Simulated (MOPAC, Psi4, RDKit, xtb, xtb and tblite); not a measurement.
Two geometries of SMILES [SiH2](N)[SiH2]Br, relaxed at GFN2-xTB with one dihedral held; other torsions can differ between them too.

Structure A

```
10

N     -0.3304     0.1803     2.1258
Si    -0.4447    -0.5918     0.5995
Si    -1.5964    -2.5509     0.9788
Br    -1.2323    -3.2536     3.0758
H     -0.2964    -0.3421     2.9866
H      0.1431     1.0617     2.2287
H     -1.1875     0.3165    -0.2775
H      0.8507    -0.8810    -0.0420
H     -1.1743    -3.7186     0.2069
H     -3.0567    -2.5194     0.9378
```

Structure B

```
10

N     -0.1187     0.1470     2.1059
Si    -0.3335    -0.6288     0.5992
Si    -0.5734    -2.8758     1.0477
Br    -0.3654    -3.2624     3.2457
H     -0.1052    -0.3204     2.9958
H      0.0126     1.1378     2.2012
H     -1.5242    -0.1105    -0.0905
H      0.8237    -0.3955    -0.2773
H      0.4363    -3.7813     0.5027
H     -1.8758    -3.4815     0.7762
```

**Question.** Which is lower in energy at the level DF-MP2 (frozen core)/cc-pVTZ // GFN2-xTB run with Psi4, and by how much?

**Answer.** A is lower, by 3.21 kJ/mol (dihedral H5–N1–Si2–Si3: 30° in A, 0° in B).

E(B) − E(A) in kJ/mol at the other levels, on the same two geometries: GFN2-xTB (xtb and tblite) 1.53; MMFF94 // GFN2-xTB (RDKit) 7.18; B3LYP/def2-TZVP // GFN2-xTB (Psi4) 2.42; B3LYP-D3(BJ)/def2-TZVP // GFN2-xTB (Psi4) 2.32; PBE/def2-TZVP // GFN2-xTB (Psi4) 2.81; PBE-D3(BJ)/def2-TZVP // GFN2-xTB (Psi4) 2.77; HF/cc-pVTZ // GFN2-xTB (Psi4) 2.67; UFF // GFN2-xTB (RDKit) 13.25; PM3, restricted, heats of formation // GFN2-xTB (MOPAC) 7.15; PM6, restricted, heats of formation // GFN2-xTB (MOPAC) -6.12; GFN1-xTB // GFN2-xTB (xtb) -2.36.
